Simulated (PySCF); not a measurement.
Species: C₅H₁₁OPSi.
SMILES with atom numbers: `[CH3:1][C:2](=[O:3])[C@H:4]1[CH2:5][Si@H:6]([PH2:7])[CH2:8]1`

Geometry (GFN2-xTB, Å), atoms numbered from 1 in this order:
```
atom  x, y, z in Å
C1    -2.984    0.101    0.407
C2    -1.507    0.011    0.679
O3    -1.049   -0.109    1.790
C4    -0.600    0.079   -0.518
C5     0.436    1.189   -0.258
Si6    1.605   -0.108    0.532
P7     3.649   -0.113   -0.412
C8     0.337   -1.144   -0.465
H9    -3.201    1.043   -0.093
H10   -3.549    0.037    1.332
H11   -3.278   -0.707   -0.261
H12   -1.165    0.185   -1.446
H13    0.813    1.598   -1.194
H14    0.055    2.009    0.345
H15    1.593   -0.234    1.988
H16    4.173    0.798    0.485
H17    4.095   -1.190    0.330
H18    0.685   -1.413   -1.460
H19   -0.117   -2.022   -0.012
```

NICS = −σ at a ghost point: NICS(0) at the centroid of the ring atoms, NICS(1) 1 Å to either side along the normal of their mean plane, zz for the tensor component along that normal. Level: GIAO PBE0/pcSseg-1 (PySCF, non-relativistic, gas phase) on the GFN2-xTB geometry, one conformer.

Ring bond lengths (Å), with Mayer bond orders in brackets: C4–C5 1.541 (0.96), C5–Si6 1.916 (0.92), Si6–C8 1.917 (0.92), C8–C4 1.541 (0.96).

Task: What do the NICS probes read (ppm)?

Result: 
| ring | type | NICS(0) | NICS(1), two faces | NICS(1)zz, two faces | rms pucker (Å) | centre to ring atoms, mean (Å) |
| --- | --- | --- | --- | --- | --- | --- |
| C4–C5–Si6–C8 | 4-membered ring with Si; formal bonds all single | 1.2 | -0.7 / 1.1 | 6.1 / 0.1 | 0.14 | 1.21 |

Task: What can be read from them?

Result: 
- C4–C5–Si6–C8: mean NICS(1)zz 3.1 ppm, deshielded. C4, C5, Si6, C8 have four or more neighbours, and the NICS criterion for π rings isn't applied. The two faces differ by 6.0 ppm, so no symmetry operation interchanges them.
